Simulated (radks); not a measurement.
Removal energies from the strontium ion Sr6+, [Ar] 3d10 4s2 4p2, by Delta-SCF beside the eigenvalue of the level emptied. Calculated with a radial shooting solver on a logarithmic mesh with Libxc functionals: scalar-relativistic Kohn-Sham, LDA (Slater exchange, Perdew-Wang correlation), spin-polarised, spherical densities, finite nucleus; Fermi nuclear charge, rms radius of each element as measured or else 0.836 A^(1/3) + 0.57 fm. Open shells are filled with parallel spins first.

removed from        final configuration  Delta-SCF (eV)  -eigenvalue (eV)
4p                    [Ar] 3d10 4s2 4p1          105.00            97.068
4s                    [Ar] 3d10 4s1 4p2          123.04            115.05
3d                     [Ar] 3d9 4s2 4p2          231.94            213.74
3p            [Ne] 3s2 3p5 3d10 4s2 4p2          359.33            341.42
